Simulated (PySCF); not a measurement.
C₆ coefficients of unlike pairs at PBE0

Calculated with PySCF 2.14 from the dipole response of each species, C₆(A,B) = (3/π) ∫ α_A(iu) α_B(iu) du, in atomic units, from isotropic polarisabilities. For ions this is the dispersion term alone; charge-induced terms of lower order in 1/R come first.

```csv
species,configuration,basis,relativity,α (bohr³),C₆ (like pair)
B⁺,[He] 2s2 (1S),dyall-av3z (15s9p3d2f),spin-free X2C,10.76,29.27
Sc⁺,[Ar] 3d1 4s1 (3D),"x2c-TZVPPall with one added diffuse shell each of s, p, d, f type (7s6p5d3f1g)",spin-free X2C,63.66,442.2
Ne³⁺,[He] 2s2 2p3 (4S),aug-cc-pwCVTZ (7s6p4d2f),none,0.6912,0.6084
O³⁺,[He] 2s2 2p1 (2P),"aug-cc-pVQZ with one added diffuse shell each of s, p, d, f, g type (7s6p5d4f3g)",none,1.362,1.273
```

Question: Estimate C₆ for Sc⁺ with B⁺.

Answer: The integral gives 106.7. The combination rule 2 C_A C_B / (C_A α_B/α_A + C_B α_A/α_B) gives 104.4 and the geometric mean 113.8.

No spin-orbit coupling is included.

The other pairs:

```tsv
pair	C₆
O³⁺, Sc⁺	17.76
O³⁺, Ne³⁺	0.8442
O³⁺, B⁺	5.402
Ne³⁺, B⁺	3.146
Ne³⁺, Sc⁺	10.08
```
